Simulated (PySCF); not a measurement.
H4PSi, SMILES [SiH2]P, multiplicity 2. The structure is a stationary point at PBE0-D3(BJ)/def2-TZVP. The isomer is the one that the SMILES or the coordinates give; other isomers of the formula were not compared.

Computed equilibrium geometry at PBE0-D3(BJ)/def2-TZVP (PySCF confirms it by a frequency run) as bond lengths and angles, and its point group:
point group Cs.
Atoms: Si1 P2 H3 H4 H5 H6. Bonds (Å): Si1–P2 2.243, Si1–H3 1.492, Si1–H4 1.492, P2–H5 1.419, P2–H6 1.419. Angles (°): P2–Si1–H3 108.7, P2–Si1–H4 108.7, H3–Si1–H4 108.8, Si1–P2–H5 95.5, Si1–P2–H6 95.5, H5–P2–H6 94.4.
Charge 0, spin multiplicity 2.
